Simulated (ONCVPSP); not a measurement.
## Building the ONCV potential for Li (PBEsol, scalar-relativistic).

The input file (ONCVPSP 4.0.1):

```
# ATOM AND REFERENCE CONFIGURATION
# atsym  z   nc   nv     iexc    psfile
  Li 3.00    1    2  -116133      upf
#
#   n    l    f
    1    0    2.00
    2    0    0.75
    2    1    0.25
#
# PSEUDOPOTENTIAL AND OPTIMIZATION
# lmax
    1
#
#   l,   rc,      ep,       ncon, nbas, qcut
    0    3.35    0.00    4    8    1.90
    1    4.00    0.00    4    8    2.20
#
# LOCAL POTENTIAL
# lloc, lpopt,  rc(5),   dvloc0
    0    5    3.35    0.00
#
# VANDERBILT-KLEINMAN-BYLANDER PROJECTORs
# l, nproj, debl
    0    0    3.50
    1    1    1.60
#
# MODEL CORE CHARGE
# icmod, fcfact, rcfact
    2    0.70    1.20
#
# LOG DERIVATIVE ANALYSIS
# epsh1, epsh2, depsh
   -2.00    5.00    0.02
#
# OUTPUT GRID
# rlmax, drl
    6.00    0.01
#
# TEST CONFIGURATIONS
# ncnf
    3
# nvcnf
#   n    l    f
    2
    2    0    1.00
    2    1    0.00
#
    2
    2    0    0.50
    2    1    0.00
#
    2
    2    0    0.00
    2    1    1.00
#
```

Command:

```bash
oncvpsp.x < Li.dat > Li.out
```

Resulting log (shortened: citation, most of the input echo, consistency checks and plot data are left out):

```
ONCVPSP  (Optimized Norm-Conservinng Vanderbilt PSeudopotential)
scalar-relativistic version 4.0.1

#   n    l    f        energy (Ha)
    1    0    2.00    -1.9026137E+00
    2    0    0.75    -1.0872838E-01
    2    1    0.25    -4.3855815E-02

Reference configufation results
  iterations    21
  all-electron total energy (Ha)   -7.37159324D+00

Begin loop to  construct optimized pseudo wave functions
and semi-local pseudopoentials for all angular momenta

Calculating optimized projector #   1

 for l=   0

    Fraction of norm inside rc  0.414343
    Optimizing pswf for qcut=   1.90 a_B^-1,  ecut=   1.80 Ha
    Residual kinetic energy error=  2.84D-04 Ha

    Energy error per electron        Cutoff
         Ha          eV             Ha
         0.01000     0.27211        0.25
         0.00100     0.02721        1.24
         0.00010     0.00272        3.90
         0.00001     0.00027       13.98

Calculating optimized projector #   1

 for l=   1

    Fraction of norm inside rc  0.383601
    Optimizing pswf for qcut=   2.20 a_B^-1,  ecut=   2.42 Ha
    Residual kinetic energy error=  5.45D-05 Ha

    Energy error per electron        Cutoff
         Ha          eV             Ha
         0.01000     0.27211        0.69
         0.00100     0.02721        1.46
         0.00010     0.00272        2.40
         0.00001     0.00027        7.47

Construct Vanderbilt / Kleinmman-Bylander projectors

Model core correction analysis
  based on d2Exc/dn_idn_j

d2excae - all-electron derivatives

   -5.339715D-02   -4.225784D-02
   -4.226385D-02   -4.121421D-02

d2excps - pseudofunction derivatives with no core correction

   -5.560343D-02   -4.439294D-02
   -4.441949D-02   -4.296020D-02

rms 2nd derivative error    2.068912E-03

amplitude prefactor, scale prefactor
   21.8706    1.0651

d2excps - pseudofunction derivatives with core correction

   -5.378634D-02   -4.399525D-02
   -4.398888D-02   -4.309594D-02

rms 2nd derivative error    1.556174E-03

Pseudoatom total energy   -0.174287

Diagnostic tests using Vanderbilt-Kleinman-Bylander pseudopotentials
  1 or more projectors used as specified by nproj input data

   l    rcore       rmatch      e in        delta e   norm test  slope test

   0   3.3575167   3.4594582  -0.1087284  -0.0000001   1.0000000   1.0000055

   1   4.0175159   4.1394964  -0.0438558  -0.0000000   1.0000002   1.0000056

 Testing for bound ghosts
   n   l    E NL Schr. Eq   E Basis Diag.   E Cutoff

   2   1       -0.043856       -0.041679     13.68

 Testing for highly-localized positive-energy ghosts
       l    <radius>/rc     E Basis Diag.   E Cutoff

Test configuration 0

   n   l     f        eae           eps        diff
   1   0  2.0000   -1.90261365
   2   0  0.7500   -0.10872838   -0.10872849   -1.07D-07
   2   1  0.2500   -0.04385581   -0.04385583   -1.27D-08

    Total energies and differences
      AE_ref= -7.37159324D+00  AE_tst= -7.37159324D+00  dif=  0.00D+00
      PS_ref= -1.74286544D-01  PS_tst= -1.74286544D-01  dif= -5.55D-17
      PSP excitation error=  5.55D-17

Test configuration 1

   n   l     f        eae           eps        diff
   1   0  2.0000   -1.88791799
   2   0  1.0000   -0.10370434   -0.10352853    1.76D-04

    Total energies and differences
      AE_ref= -7.37159324D+00  AE_tst= -7.38781492D+00  dif= -1.62D-02
      PS_ref= -1.74286544D-01  PS_tst= -1.90475604D-01  dif= -1.62D-02
      PSP excitation error= -3.26D-05

Test configuration 2

   n   l     f        eae           eps        diff
   1   0  2.0000   -2.03020864
   2   0  0.5000   -0.19286282   -0.19246253    4.00D-04

    Total energies and differences
      AE_ref= -7.37159324D+00  AE_tst= -7.31383449D+00  dif=  5.78D-02
      PS_ref= -1.74286544D-01  PS_tst= -1.16659388D-01  dif=  5.76D-02
      PSP excitation error=  1.32D-04

Test configuration 3

   n   l     f        eae           eps        diff
   1   0  2.0000   -1.94492385
   2   1  1.0000   -0.05651817   -0.05671481   -1.97D-04

    Total energies and differences
      AE_ref= -7.37159324D+00  AE_tst= -7.32309430D+00  dif=  4.85D-02
      PS_ref= -1.74286544D-01  PS_tst= -1.25412816D-01  dif=  4.89D-02
      PSP excitation error= -3.75D-04
```

The run took about 2.2 s on one core of a shared server CPU.
